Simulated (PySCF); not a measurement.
[PySCF 2.14: coordinates at the GFN2-xTB level; shieldings: GIAO PBE0/pcSseg-1; no solvent model; no relativistic terms; one conformer; rapidly exchanging positions averaged]

Chemical shifts δ = σref − σ; ¹H (σ = 31.72 ppm) and ¹³C (σ = 186.93 ppm) vs TMS, all at this level. Shifts are as computed. Against solution values, carbons near 30 ppm lie about +3 ppm off and those near 130 ppm about +5 ppm. Of 1211 compounds with measured shifts, 218 miss one by over three times the rms of a fit or turn the order of signals round; such compounds aren't used in these exercises.

Task: Order these molecules by the shift of their most deshielded carbon-bound hydrogen, lowest δ first.
A. Cn1cccn1
B. C[C@@]1(F)C=CO[SiH2]C1=O
C. C[SiH2]P(C)C

Result: C (1.11 ppm, hydrogen on a methyl carbon bonded to P), B (6.61 ppm, hydrogen on an alkene carbon bearing oxygen), A (7.46 ppm, hydrogen on an aromatic CH next to a ring nitrogen).

Task: Order these molecules by the shift of their most shielded carbon, lowest δ first.
A. Cn1ccnc1
B. C[C@@]1(F)C=CO[SiH2]C1=O
C. C[SiH2]P(C)C
D. Cn1cccn1

Result: C (-8.6 ppm, methyl carbon bonded to Si), B (20.1 ppm, methyl carbon), A (33.6 ppm, methyl carbon bonded to N), D (39.5 ppm, methyl carbon bonded to N).

Task: How many ¹³C and ¹H signals does each give (equivalence by symmetry and fast rotation, but not about amide C–N or C=N bonds)? `Cn1ccnc1`, `C[C@@]1(F)C=CO[SiH2]C1=O`, `C[SiH2]P(C)C`, `Cn1cccn1`

Result: Cn1ccnc1: 4 C, 4 H; C[C@@]1(F)C=CO[SiH2]C1=O: 5 C, 5 H; C[SiH2]P(C)C: 2 C, 3 H; Cn1cccn1: 4 C, 4 H.
